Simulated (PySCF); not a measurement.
H₆MgOSi₂, SMILES [SiH3][O][Mg][SiH3]. Atoms are numbered in the order given.

```xyz
10

Mg     0.0000     0.0000     0.5496
Si     0.0000     0.0000     3.0869
H     -0.8236    -1.1151     3.6561
H     -0.5539     1.2708     3.6561
H      1.3775    -0.1557     3.6561
O      0.0000     0.0000    -1.2524
Si     0.0000     0.0000    -2.8894
H     -1.1777     0.7464    -3.4365
H     -0.0575    -1.3932    -3.4365
H      1.2353     0.6468    -3.4365
```

Coordinates come from a ωB97X-D3(BJ)/def2-SVP optimisation. The structure was generated by enumeration; whether it is a known compound was not checked. Other conformers were not sampled.

Two levels are set side by side: PBE/pcSseg-1 (PySCF) and KT2/pcSseg-1 (PySCF). GIAO shifts against H2O (¹⁷O), TMS (²⁹Si), TMS (¹H) at the same level; non-relativistic, no solvent, atoms listed together averaged. Differences are taken from unrounded values.

```json
[
 {"quantity": "δ(²⁹Si) of Si2 (ppm)", "KT2": "-148.4", "PBE": "-156.6", "PBE minus KT2": "-8.2"},
 {"quantity": "δ(¹H) of H3, H4, H5 (ppm)", "KT2": "3.33", "PBE": "3.34", "PBE minus KT2": "0.01"},
 {"quantity": "δ(¹⁷O) of O6 (ppm)", "KT2": "12.4", "PBE": "18.0", "PBE minus KT2": "5.6"},
 {"quantity": "δ(²⁹Si) of Si7 (ppm)", "KT2": "-42.8", "PBE": "-47.0", "PBE minus KT2": "-4.2"},
 {"quantity": "δ(¹H) of H8, H9, H10 (ppm)", "KT2": "5.57", "PBE": "5.63", "PBE minus KT2": "0.06"}
]
```

Rough cost on one machine, each run with all the roots and properties that it gave: KT2 against PBE within a factor of 2.
